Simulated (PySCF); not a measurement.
ClF2H3Si2, SMILES F[Si](F)([SiH3])Cl. Coordinates come from a PBE0-D3(BJ)/def2-SVP optimisation.

Calculation: PBE0-D3(BJ)/def2-SVP run with PySCF.

Harmonic wavenumbers (cm⁻¹): 102, 106, 135, 226, 263, 286, 443, 518, 525, 620, 853, 900, 920, 926, 964, 2240, 2256, 2257. Rotational constants (GHz): 2.682, 1.738, 1.458; symmetry number 1.

**Question.** Work out the zero-point energy and the ideal-gas rigid-rotor harmonic-oscillator thermochemistry at 298.15 K and 1 atm.

**Answer.** ZPE = ½ Σ hcν = ½ × 14542 cm⁻¹ = 20.79 kcal/mol. H − E(el) = 26.07 kcal/mol. Entropy in cal/(mol K): translation 40.56, rotation 28.25, vibration 17.79, total 86.60. G − E(el) = 0.25 kcal/mol. Cp = 26.21 cal/(mol K). Modes under 150 cm⁻¹ make the vibrational entropy uncertain.
